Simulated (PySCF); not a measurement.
# Ionisation of 9-fluorenone

System: 9-fluorenone, `O=C1c2ccccc2-c2ccccc21` (C13H8O). Optimised structure (Å), atoms numbered from 1:
```
O    -0.0233    2.8436    1.0691
C    -0.0146    1.7134    0.6451
C    -1.1938    0.8532    0.3139
C    -2.5442    1.1449    0.4148
C    -3.4627    0.1597    0.0366
C    -3.0164   -1.0792   -0.4275
C    -1.6497   -1.3700   -0.5279
C    -0.7372   -0.3927   -0.1529
C     0.7417   -0.3855   -0.1405
C     1.6700   -1.3537   -0.5002
C     3.0319   -1.0494   -0.3769
C     3.4582    0.1938    0.0943
C     2.5237    1.1699    0.4571
C     1.1782    0.8648    0.3337
H    -2.8667    2.1223    0.7814
H    -4.5349    0.3570    0.1039
H    -3.7473   -1.8377   -0.7183
H    -1.3184   -2.3447   -0.8933
H     1.3547   -2.3318   -0.8709
H     3.7751   -1.8005   -0.6553
H     4.5271    0.4018    0.1795
H     2.8302    2.1504    0.8291
```

Energies: ωB97X-D3(BJ)/ma-def2-SVP (PySCF, density fitting, integration grid level 2) on PBE0-D3(BJ)/def2-SVP structures. The prefix ma- adds one diffuse s and one diffuse p function on all atoms but H. Zero-point and thermal terms (298.15 K, 1 bar) come from unscaled GFN2-xTB harmonic frequencies, with soft modes damped to free rotors in the entropy. These were taken at the GFN2-xTB minima.

Frontier levels of the parent: HOMO -8.91 eV, LUMO -0.60 eV.

Oxidation to the radical cation:
| Item | Value |
| --- | --- |
| Vertical ionisation energy (electronic) | 8.58 eV |
| Adiabatic ionisation energy (with zero-point energy) | 8.33 eV |
| Adiabatic, electronic part | 8.41 eV |
| Vertical gap at the product's structure | 8.26 eV |
| Inner reorganisation energy (four-point) | 313 meV |
| Relaxation of product / of parent | 161 / 153 meV |
| ⟨S²⟩ of the product | 0.805 |
| Largest spin populations | C5 0.28, C12 0.28, C14 0.17, C3 0.17 |
| Largest changes of atomic charge | C5 0.11, C12 0.11 |
| Distances that move most (Å) | C8–C9 1.479 → 1.434; C9–C14 1.407 → 1.433; C3–C8 1.407 → 1.433; C7–C8 1.389 → 1.411 |

Measured values (NIST Chemistry WebBook, evaluated or the median of agreeing entries): adiabatic ionisation energy 8.36 eV (computed 8.33, difference -0.03).

Known limits: ma-def2-SVP is a small basis, whose errors can reach tens of kJ/mol.

Run with `OMP_NUM_THREADS=1 python redox_run.py task.json out` on 1 thread of Arm Neoverse V1, a shared host. Structures, frequencies and single points: 14 min of wall time.
